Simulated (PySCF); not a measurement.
Correlation energy of Mo²⁴⁺ (molybdenum, charge +24)

[Ar], closed-shell 1S. Calculation: PySCF 2.14, in an even-tempered Gaussian basis (17 s from 2.9 bohr⁻², ratio 2.5; 11 p from 3.8 bohr⁻², ratio 2.5; 5 d from 19 bohr⁻², ratio 2.7; 4 f from 28 bohr⁻², ratio 2.7); the non-relativistic Hamiltonian (point nucleus). Frozen: 1s2; 16 electrons correlated; the 18 highest virtual orbitals of each spin left out.

```csv
level,correlation energy (mhartree)
CCSD,-614.19
(T),-1.86
CCSD(T),-616.05
```

Diagnostics: T1 = 0.00059, D1 = 0.0014, largest double amplitude 0.020.

A non-relativistic calculation at this Z misses sizeable relativistic shifts.

Cost of the coupled-cluster step: of the order of 9 core-seconds, for 16 correlated electrons.

Iterations:

```
CC2 = 0
CCSD nocc = 8, nmo = 84
frozen orbitals [0, 85, 86, 87, 88, 89, 90, 91, 92, 93, 94, 95, 96, 97, 98, 99, 100, 101, 102]
max_cycle = 100
direct = 0
conv_tol = 1e-08
conv_tol_normt = 1e-06
diis_space = 8
diis_start_cycle = 0
Init t2, MP2 energy = -3613.78597844291  E_corr(MP2) -0.604003776857064
Init E_corr(CCSD) = -0.604003776857065
cycle = 1  E_corr(CCSD) = -0.612077228671997  dE = -0.00807345181  norm(t1,t2) = 0.00623201
cycle = 2  E_corr(CCSD) = -0.613899151907958  dE = -0.00182192324  norm(t1,t2) = 0.00116021
cycle = 3  E_corr(CCSD) = -0.614194283931234  dE = -0.000295132023  norm(t1,t2) = 0.000222744
cycle = 4  E_corr(CCSD) = -0.614191663192402  dE = 2.62073883e-06  norm(t1,t2) = 8.095e-06
cycle = 5  E_corr(CCSD) = -0.614190713029572  dE = 9.50162829e-07  norm(t1,t2) = 3.74022e-07
cycle = 6  E_corr(CCSD) = -0.614190716762259  dE = -3.73268716e-09  norm(t1,t2) = 3.29647e-08
CCSD converged
E(CCSD) = -3613.796165382813  E_corr = -0.6141907167622593
CCSD(T) correction = -0.00186130694392066
```

At this charge a non-relativistic calculation is a model, useful for the Z dependence of the correlation energy.
